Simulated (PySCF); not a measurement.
Structure problem from calculated spectra and properties.

Formula: C3H12N2Si.

| Property | Result |
| --- | --- |
| 1H NMR | chemical shifts (computed TMS as zero) by class: 5.47 (1 H), 2.62 (3 H), 2.32 (1 H), 2.09 (1 H), 0.05 (6 H) ppm [GIAO PBE0/pcSseg-1] |
| Triplet | lowest triplet excitation (Tamm–Dancoff): 5.65 eV [TDA CAM-B3LYP/def2-SVPD] |
| Dipole | 0.79 D [CAM-B3LYP/def2-SVPD] |
| Polarisability | 80.7 au [CAM-B3LYP/def2-SVPD] |
| UV, first state | lowest singlet excitation: 5.84 eV (212 nm, f = 0.006) [TDDFT CAM-B3LYP/def2-SVPD] |
| UV, strongest line | among the 8 lowest singlet transitions: S8 at 7.69 eV (161 nm, f = 0.028) [TDDFT CAM-B3LYP/def2-SVPD] |
| Rotational structure | rotational constants A, B, C: 4.443, 1.674, 1.418 GHz [GFN2-xTB] |
| 13C NMR | chemical shifts (computed TMS as zero) by class: 44.3 (1 C), -4.0 (2 C) ppm [GIAO PBE0/pcSseg-1] |

Electronic properties: PySCF, gas phase, density fitting. Levels stand in brackets. Isolated species at its GFN2-xTB geometry (one conformer only). NMR classes are plain means over equivalent atoms (diastereotopic ones count apart unless rotation or inversion swaps them), as if these changed places fast.

Q: Propose a structure and show how it fits.

A: Numbering: `[CH3:1][NH:2][NH:3][SiH:4]([CH3:5])[CH3:6]`. Its formula, C3H12N2Si, gives 0 degrees of unsaturation, so no ring and no π bond. 3 carbons fall into 2 classes; from least to most shielded: N-methyl carbon [C1] (44.3 ppm), Si-methyl carbon [C5/C6] (-4.0 ppm, 2 C). Hydrogen classes from least to most shielded: 1 H on an SiH silicon, Si4 (5.47 ppm), 3 H on an N-methyl carbon, C1 (2.62 ppm, a mean of values up to 0.6 ppm apart in this geometry), 1 H on a hydrazine nitrogen, N3 (2.32 ppm), 1 H on a hydrazine nitrogen, N2 (2.09 ppm), 6 H on 2 Si-methyl carbons, C5/C6 (0.05 ppm). The optimised geometry has point group C1 and is an asymmetric top. Structure: `CNN[SiH](C)C`. Computed isomers that give other values at the same levels: `CCN([SiH3])NC` (13C chemical shifts (computed TMS as zero) by class: 55.9 (1 C), 45.0 (1 C), 20.2 (1 C) ppm); `CCNN(C)[SiH3]` (13C chemical shifts (computed TMS as zero) by class: 47.9 (1 C), 40.2 (1 C), 17.3 (1 C) ppm); `CN(N)[SiH](C)C` (1H chemical shifts (computed TMS as zero) by class: 4.95 (1 H), 2.66 (3 H), 2.49 (2 H), 0.17 (6 H) ppm). The assignments are read from this structure; whether some other isomer fits the data as well wasn't checked.

Shape of the structure used: `[CH3:1][NH:2][NH:3][SiH:4]([CH3:5])[CH3:6]`: C1–N2–N3–Si4 -65°, N2–N3–Si4–C5 -49°.
